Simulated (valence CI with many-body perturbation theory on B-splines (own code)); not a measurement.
# Assign the levels of Ga18+

Computed by configuration interaction combined with many-body perturbation theory (CI+MBPT): three valence electrons over a frozen Dirac-Fock core [Ne], a basis of 11 s, 11 p, 9 d, 7 f, 5 g, 2 h, 1 i functions for each j, with the one-electron correlation potential Σ1, the two-electron term Σ2, the three-electron term Σ3, Breit, model QED; selected CI, second order for the rest (own B-spline code, finite nucleus).

No measured levels were compared; by estimate levels of excited configurations hold to 0.05 to 0.15 % of their energy, terms of the ground configuration to about 0.5 %.

| No. | J | Parity | E (eV) | g |
| --- | --- | --- | --- | --- |
| 1 | 1/2 | odd | 0.00 | 0.664 |
| 2 | 3/2 | odd | 5.78 | 1.333 |
| 3 | 1/2 | even | 38.90 | 2.639 |
| 4 | 3/2 | even | 41.59 | 1.726 |
| 5 | 5/2 | even | 44.20 | 1.568 |
| 6 | 3/2 | even | 52.77 | 0.815 |
| 7 | 5/2 | even | 53.97 | 1.230 |
| 10 | 3/2 | even | 69.46 | 1.319 |
| 11 | 3/2 | even | 80.00 | 0.801 |
| 12 | 5/2 | even | 80.75 | 1.199 |
| 15 | 3/2 | odd | 102.21 | 1.735 |
| 16 | 3/2 | odd | 108.88 | 0.421 |
| 17 | 5/2 | odd | 110.11 | 1.036 |
| 18 | 1/2 | odd | 111.25 | 0.664 |

Energies count from the lowest level. Strongly mixed levels and levels close to another of their J and parity are left out, so the numbers can have gaps.

Problem. Give configuration and LS term of each level.

Solution. 1: 3s2 3p 2P°; 2: 3s2 3p 2P°; 3: 3s 3p2 4P; 4: 3s 3p2 4P; 5: 3s 3p2 4P; 6: 3s 3p2 2D; 7: 3s 3p2 2D; 10: 3s 3p2 2P; 11: 3s2 3d 2D; 12: 3s2 3d 2D; 15: 3p3 4S°; 16: 3s 3p 3d 4F°; 17: 3s 3p 3d 4F°; 18: 3p3 2P°.
